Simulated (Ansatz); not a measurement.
Reaction (ligand exchange at a B–C bond): `C#CB(O)F` + H–F → `OB(F)F` + `C#C`

Isolated molecules relaxed with PBE0-D4/def2-TZVP in Ansatz; ΔE leaves out vibrations. CCSD(T)/CBS adds triple-zeta CCSD(T) − MP2 to the extrapolated MP2 energy (def2 sets, frozen cores). This one scheme is used for every species. Functionals use def2-TZVPP. One conformer a species, not always the lowest.

`C#CB(O)F`:

```xyz
7

C     1.053    1.241    0.829
C     0.221    0.473    0.420
B    -0.809   -0.518   -0.133
O    -0.563   -1.313   -1.193
F    -2.000   -0.616    0.435
H     1.781    1.925    1.201
H     0.317   -1.193   -1.558
```

H–F:

Cartesian coordinates in Å:
```
F -0.230 0.393 -0.066
H 0.230 -0.393 0.066
```

`OB(F)F`:

Cartesian coordinates in Å:
```
O 0.428 0.861 0.330
B -0.142 -0.338 0.113
F -0.395 -1.129 1.135
F -0.463 -0.760 -1.104
H 0.573 1.366 -0.474
```

`C#C`:

Cartesian coordinates in Å:
```
C 0.396 0.379 -0.242
C -0.396 -0.379 0.242
H 1.099 1.053 -0.671
H -1.099 -1.053 0.671
```

```tsv
level	ΔE (kJ/mol)
r2SCAN0-D4	-100.2
PBE	-88.6
MP2/def2-SVP	-112.4
HF/def2-TZVPP	-118.6
```

**Question.** What does CCSD(T)/CBS give? (Estimate.)

**Answer.** The calculation gave: -93.3 kJ/mol. The listed levels differ from it by -6.9, 4.7, -19.1, -25.3 kJ/mol.

Largest T1 diagnostic among the species: 0.014.

Leaving LDA and LC-ωPBE aside and taking each functional with its dispersion term where it has one, the values, not all of them listed here, spread over 21.6 kJ/mol, from BHLYP-D4 to revPBE-D4. The D4 term adds +4.1 kJ/mol with B3LYP and +2.3 kJ/mol with PBE0; it sums over pairs of atoms, weighted by their polarisabilities, and B3LYP, whose exchange is more repulsive, gets the larger term.

B3LYP here is the variant with VWN-RPA as its local correlation; programs differ in this.
